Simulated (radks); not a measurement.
Results of a calculation; reference values are marked as such.
Neutral lithium inside a hard spherical wall (all orbitals vanish at R), configuration held at [He] 2s1 and not refilled when levels cross. Level of theory: scalar-relativistic Kohn-Sham, PBE, spin-polarised, spherical densities, finite nucleus; open shells are filled with parallel spins first; Fermi nuclear charge, rms radius 2.444 fm (a radial shooting solver on a logarithmic mesh with Libxc functionals). Eigenvalues in eV for spin up, with the zero of energy where the potential of the charges vanishes at infinity; a dash marks a level that is unbound or too diffuse for the functional's potential to be trusted. A positive occupied level is held by the wall or, in an anion where self-interaction has pushed it up, behind a barrier. The pressure on the wall is -dE/dV.

R (bohr)  E (hartree)  kinetic (hartree)    e(1s)   e(2s)  e(2p, empty)  e(3s, empty)  pressure (GPa)
free         -7.46301              7.418  -51.741  -3.228        -1.348             -               0
20           -7.46301              7.418  -51.741  -3.228        -1.347        -0.026        < 0.0001
15           -7.46299              7.418  -51.738  -3.226        -1.339         0.289        0.000128
10           -7.46175              7.428  -51.589  -3.134        -1.146         2.237          0.0256
8            -7.45610              7.457  -51.188  -2.842        -0.685         5.132           0.212
7            -7.44707              7.494  -50.747  -2.452        -0.151         7.998           0.635
5            -7.37617              7.710  -48.809   0.079         2.714        21.812            7.15
4            -7.24638              8.028  -46.778   4.234         6.626        39.927            30.4
3.5          -7.10724              8.337  -45.228   8.508        10.209        56.414            70.0
3            -6.85378              8.864  -43.056  16.104        16.006        83.064             179
2.5          -6.35358              9.843  -39.751  30.693        26.099        129.44             532
